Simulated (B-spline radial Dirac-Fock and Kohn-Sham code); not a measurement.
Cr 2s: cross section and angular parameters

System: the Cr atom, configuration [Ar] 3d5 4s1; threshold 696.0 eV (tabulated edge). Calculated with a B-spline atomic structure program, using Dirac-Hartree-Slater photoionisation with a Latter tail; cross sections with all multipoles, angular parameters from the dipole term and its interference with E2.

Input of the calculation (task.json; shells as n, l, electrons):

```json
{"items": [{
  "Z": 24,
  "q": 0,
  "cfg": [[1, 0, 2], [2, 0, 2], [2, 1, 6], [3, 0, 2], [3, 1, 6], [3, 2, 5], [4, 0, 1]],
  "A": 52,
  "rrms": 3.6452,
  "do": "xps",
  "hv": [60, 63.1, 74.5, 74.7, 77.2, 100, 114.0, 168.0, 213.0, 229.0, 231.0, 372.0, 600, 861.0, 908.0, 937.0, 1020.0, 1180.0, 1253.6, 1490.0, 1500.0, 2000, 2440.0, 3770.0, 4750.0, 6000, 6070.0, 9251.7, 11700.0, 12000],
  "edges": {"K": 5989.0, "L1": 696.0, "L2": 583.8, "L3": 574.1, "M1": 74.1}
}]}
```

Launch: `python xray2_run.py task.json out`

For linearly polarised light dσ/dΩ = σ/(4π) [1 + β P₂(cos θ) + (δ + γ cos²θ) sin θ cos φ], with θ from the polarisation vector and φ the angle between the beam and the projection of the electron momentum on the plane normal to the polarisation.

| hν (eV) | σ (kb) | β | γ |
| --- | --- | --- | --- |
| 861 | 134 | 2.000 | 0.297 |
| 908 | 124 | 2.000 | 0.205 |
| 937 | 118 | 2.000 | 0.160 |
| 1020 | ? | ? | ? |
| 1180 | 81.4 | 2.000 | -0.027 |
| 1253.6 | 73.5 | 2.000 | -0.046 |
| 1490 | 54.0 | 2.000 | -0.053 |
| 1500 | 53.4 | 2.000 | -0.052 |
| 2000 | 30.9 | 2.000 | 0.040 |
| 2440 | 20.7 | 2.000 | 0.154 |
| 3770 | 8.12 | 2.000 | 0.506 |
| 4750 | 4.79 | 2.000 | 0.735 |
| 6000 | 2.76 | 2.000 | 0.993 |
| 6070 | 2.68 | 1.999 | 1.007 |
| 9251.7 | 0.944 | 1.999 | 1.543 |
| 11700 | 0.514 | 1.999 | 1.886 |
| 12000 | 0.481 | 1.999 | 1.924 |

Task: Give the values at 1020 eV.

Result: σ = 103 kb, β = 2.000, γ = 0.065. For an s subshell δ is negligible.
